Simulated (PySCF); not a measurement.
2-chlorosilylpropan-2-ol (C₃H₉ClOSi), SMILES CC(C)(O)[SiH2]Cl.

Geometry optimised at PBE-D3(BJ)/def2-SVP. One conformer was computed; it need not be the lowest.

Two levels are set side by side: PBE/def2-TZVP (PySCF) and r2SCAN/def2-TZVP (PySCF). Same geometry, gas phase. Differences are taken from unrounded values.

```tsv
quantity	PBE
orbital gap (eV)	5.14
highest occupied level (eV)	-6.07
lowest empty level (eV)	-0.93
dipole moment (D)	1.60
mean polarisability (bohr³)	83.4
```

### Question
These are the PBE values. What does r2SCAN give? (Estimate from the structure and the level; the computed values follow.)

### Answer

```csv
quantity,r2SCAN,PBE minus r2SCAN
orbital gap (eV),5.78,-0.64
highest occupied level (eV),-6.35,0.28
lowest empty level (eV),-0.57,-0.36
dipole moment (D),1.68,-0.08
mean polarisability (bohr³),81.0,2.3
```

Rough cost on one machine, each run with all the roots and properties that it gave: r2SCAN against PBE about 4 times.
